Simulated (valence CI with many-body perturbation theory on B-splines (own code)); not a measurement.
## E1 transitions of Pm47+

Method: valence CI with perturbative core correlation (CI+MBPT): four valence electrons over a frozen Dirac-Fock core [Ne], a basis of 11 s, 11 p, 9 d, 7 f, 5 g, 2 h, 1 i functions for each j, with the one-electron correlation potential Σ1 (screened to all orders), the two-electron term Σ2, the three-electron term Σ3, Breit, model QED; selected single and double excitations, second order for the rest (own B-spline code, finite nucleus).

The last digits are not significant, and no measured levels were compared; by estimate large intervals hold to a few tenths of a per cent, small ones and those within an open d or f shell to about a per cent.

Lines 201 to 239 of 239 in falling wavelength, among levels below 672.82 eV, chosen from the strongest by gf and those to the six lowest levels. Wavelengths and rates use the calculated energies. Electric multipoles are in the length gauge, E1 and E2 with the static RPA response of the core. Weak lines are less certain than strong ones. Lines between different terms over intervals too small for the method are left out, as are lines whose strength nearly cancels. The highest levels of a list are the least certain.

Levels are named by their leading jj configuration (3d3/2^4 stands for four electrons in 3d with j = 3/2), which in mixed levels can hold well under half, so a name can repeat and another be missing. Letters in brackets count levels of one name in rising energy.

| λ vac (Å) | Upper | Lower | A (s⁻¹) | log gf | Branch % |
| --- | --- | --- | --- | --- | --- |
| 36.51 | (3s^2 3p1/2 3d3/2) J=1 | (3s^2 3p1/2^2) J=0 | 1.17e+12 | -0.15 | 99.7 |
| 36.47 | (3s^2 3p3/2 3d3/2) J=0 | (3s^2 3p1/2 3p3/2) J=1 | 8.40e+11 | -0.78 | 100.0 |
| 36.43 | (3s 3p1/2 3p3/2 3d3/2) J=1 [e] | (3s 3p1/2^2 3p3/2) J=1 | 7.00e+11 | -0.38 | 80.3 |
| 36.22 | (3s 3p1/2 3p3/2 3d5/2) J=2 [b] | (3s 3p1/2^2 3p3/2) J=1 | 1.92e+11 | -0.72 | 34.4 |
| 36.03 | (3s 3p1/2 3p3/2 3d5/2) J=2 [a] | (3s 3p1/2^2 3p3/2) J=2 | 4.67e+10 | -1.34 | 22.9 |
| 35.71 | (3s^2 3p3/2 3d5/2) J=2 | (3s^2 3p1/2 3p3/2) J=2 | 1.60e+09 | -2.82 | 3.5 |
| 35.34 | (3s 3p1/2 3p3/2 3d3/2) J=1 [d] | (3s 3p1/2^2 3p3/2) J=2 | 4.53e+06 | -5.59 | 0.0 |
| 35.14 | (3s^2 3d3/2^2) J=2 | (3s^2 3p1/2 3d3/2) J=2 | 6.60e+11 | -0.21 | 39.1 |
| 35.14 | (3s 3p1/2 3p3/2 3d5/2) J=3 [a] | (3s 3p1/2^2 3p3/2) J=2 | 6.77e+10 | -1.06 | 33.6 |
| 35.07 | (3s 3p1/2 3p3/2 3d5/2) J=1 [a] | (3s 3p1/2^2 3p3/2) J=1 | 2.20e+10 | -1.91 | 8.1 |
| 34.95 | (3s^2 3p3/2 3d5/2) J=2 | (3s^2 3p1/2 3p3/2) J=1 | 3.85e+08 | -3.45 | 0.9 |
| 34.43 | (3s 3p1/2 3p3/2 3d3/2) J=2 [e] | (3s 3p1/2^2 3p3/2) J=2 | 3.27e+09 | -2.54 | 0.4 |
| 34.27 | (3s 3p1/2 3p3/2 3d5/2) J=3 [b] | (3s 3p1/2^2 3p3/2) J=2 | 7.17e+10 | -1.05 | 21.2 |
| 34.15 | (3s 3p1/2 3p3/2 3d5/2) J=1 [b] | (3s 3p1/2^2 3p3/2) J=1 | 4.27e+07 | -4.65 | 0.0 |
| 34.14 | (3s 3p1/2 3p3/2 3d3/2) J=1 [e] | (3s 3p1/2^2 3p3/2) J=2 | 1.50e+09 | -3.10 | 0.2 |
| 33.95 | (3s 3p1/2 3p3/2 3d5/2) J=2 [b] | (3s 3p1/2^2 3p3/2) J=2 | 7.76e+10 | -1.17 | 13.9 |
| 33.94 | (3s 3p1/2 3p3/2 3d5/2) J=2 [c] | (3s 3p1/2^2 3p3/2) J=1 | 5.91e+09 | -2.29 | 1.3 |
| 33.74 | (3s 3p1/2 3p3/2 3d5/2) J=0 | (3s 3p1/2^2 3p3/2) J=1 | 2.55e+11 | -1.36 | 43.5 |
| 33.47 | (3s^2 3p3/2 3d5/2) J=3 | (3s^2 3p1/2 3p3/2) J=2 | 8.15e+09 | -2.02 | 2.4 |
| 33.37 | (3s 3p1/2 3p3/2 3d5/2) J=2 [d] | (3s 3p1/2^2 3p3/2) J=1 | 1.04e+10 | -2.06 | 1.2 |
| 33.27 | (3s 3p1/2 3p3/2 3d5/2) J=3 [c] | (3s 3p1/2^2 3p3/2) J=2 | 2.00e+10 | -1.63 | 4.3 |
| 32.94 | (3s 3p1/2 3p3/2 3d5/2) J=1 [a] | (3s 3p1/2^2 3p3/2) J=2 | 1.46e+10 | -2.15 | 5.4 |
| 32.90 | (3s^2 3p3/2 3d5/2) J=1 | (3s^2 3p1/2 3p3/2) J=2 | 1.48e+10 | -2.14 | 6.4 |
| 32.75 | (3s^2 3d3/2^2) J=2 | (3s 3p1/2^2 3p3/2) J=1 | 3.08e+09 | -2.61 | 0.2 |
| 32.26 | (3s^2 3p3/2 3d5/2) J=1 | (3s^2 3p1/2 3p3/2) J=1 | 3.04e+09 | -2.85 | 1.3 |
| 32.13 | (3s 3p1/2 3p3/2 3d5/2) J=1 [b] | (3s 3p1/2^2 3p3/2) J=2 | 2.72e+09 | -2.90 | 0.7 |
| 32.02 | (3s 3p1/2 3p3/2 3d5/2) J=3 [d] | (3s 3p1/2^2 3p3/2) J=2 | 9.84e+09 | -1.98 | 1.7 |
| 31.94 | (3s 3p1/2 3p3/2 3d5/2) J=2 [c] | (3s 3p1/2^2 3p3/2) J=2 | 2.65e+09 | -2.69 | 0.6 |
| 31.44 | (3s 3p1/2 3p3/2 3d5/2) J=2 [d] | (3s 3p1/2^2 3p3/2) J=2 | 3.23e+10 | -1.62 | 3.6 |
| 30.89 | (3s^2 3d3/2^2) J=2 | (3s 3p1/2^2 3p3/2) J=2 | 3.23e+09 | -2.64 | 0.2 |
| 29.45 | (3s 3p3/2^3) J=2 | (3s^2 3p1/2 3p3/2) J=2 | 3.43e+09 | -2.65 | 0.6 |
| 29.26 | (3s 3p1/2 3p3/2^2) J=1 [a] | (3s^2 3p1/2^2) J=0 | 2.68e+09 | -2.99 | 0.9 |
| 28.94 | (3s 3p3/2^3) J=2 | (3s^2 3p1/2 3p3/2) J=1 | 6.06e+08 | -3.42 | 0.1 |
| 28.57 | (3s 3p1/2 3p3/2^2) J=1 [b] | (3s^2 3p1/2^2) J=0 | 2.08e+09 | -3.12 | 0.2 |
| 27.86 | (3s 3p3/2^3) J=1 | (3s^2 3p1/2 3p3/2) J=2 | 5.80e+08 | -3.69 | 0.0 |
| 27.40 | (3s 3p3/2^3) J=1 | (3s^2 3p1/2 3p3/2) J=1 | 1.24e+09 | -3.38 | 0.1 |
| 26.16 | (3s^2 3p3/2 3d3/2) J=1 | (3s^2 3p1/2^2) J=0 | 3.33e+08 | -3.99 | 0.0 |
| 23.87 | (3s^2 3p3/2 3d5/2) J=1 | (3s^2 3p1/2^2) J=0 | 1.87e+09 | -3.32 | 0.8 |
| 21.10 | (3s 3p3/2^3) J=1 | (3s^2 3p1/2^2) J=0 | 4.70e+07 | -5.03 | 0.0 |
